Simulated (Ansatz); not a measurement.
Relaxation of BClH₄SSi (8 atoms, charge 0, multiplicity 1), to a largest force component of 0.015 eV/Å in at most 40 steps.

The calculation used RKS B3LYP/def2-SVP (Ansatz).

```xyz
8
Properties=species:S:1:pos:R:3
B 0.326 1.738 -0.383
S -0.476 0.804 0.864
Si -1.220 2.278 2.277
Cl -2.460 1.320 3.509
H 0.856 1.203 -1.277
H 0.309 2.899 -0.271
H -0.074 2.805 3.003
H -1.925 3.311 1.534
```

Where does it end, and by what steps?

The forces met the threshold. After 12 steps the energy has fallen by 0.171 eV; H6 moved furthest, 0.20 Å.

```json
{"step": "0", "energy less start (eV)": "0.0000", "largest force component (eV/Å)": "1.210", "accepted": "yes"}
{"step": "1", "energy less start (eV)": "-0.1540", "largest force component (eV/Å)": "0.304", "accepted": "yes"}
{"step": "2", "energy less start (eV)": "-0.1583", "largest force component (eV/Å)": "0.351", "accepted": "yes"}
{"step": "3", "energy less start (eV)": "-0.1692", "largest force component (eV/Å)": "0.076", "accepted": "yes"}
{"step": "4", "energy less start (eV)": "-0.1692", "largest force component (eV/Å)": "0.074", "accepted": "yes"}
{"step": "5", "energy less start (eV)": "-0.1696", "largest force component (eV/Å)": "0.036", "accepted": "yes"}
{"step": "6", "energy less start (eV)": "-0.1699", "largest force component (eV/Å)": "0.021", "accepted": "yes"}
{"step": "7", "energy less start (eV)": "-0.1703", "largest force component (eV/Å)": "0.035", "accepted": "yes"}
{"step": "8", "energy less start (eV)": "-0.1703", "largest force component (eV/Å)": "0.113", "accepted": "yes"}
{"step": "9", "energy less start (eV)": "-0.1702", "largest force component (eV/Å)": "0.105", "accepted": "no"}
{"step": "10", "energy less start (eV)": "-0.1710", "largest force component (eV/Å)": "0.030", "accepted": "yes"}
{"step": "11", "energy less start (eV)": "-0.1708", "largest force component (eV/Å)": "0.032", "accepted": "no"}
{"step": "12", "energy less start (eV)": "-0.1711", "largest force component (eV/Å)": "0.002", "accepted": "yes"}
```

```xyz
8
Properties=species:S:1:pos:R:3
B 0.341 1.761 -0.324
S -0.598 0.717 0.780
Si -1.229 2.246 2.197
Cl -2.407 1.337 3.640
H 0.859 1.225 -1.266
H 0.450 2.947 -0.133
H -0.044 2.846 2.858
H -2.037 3.279 1.502
```

Whether the end is a true minimum wasn't checked by a vibrational analysis.

The run took 110 s on 1 thread of AMD EPYC (Zen 3), with other jobs on the host, peak memory 0.19 GiB.
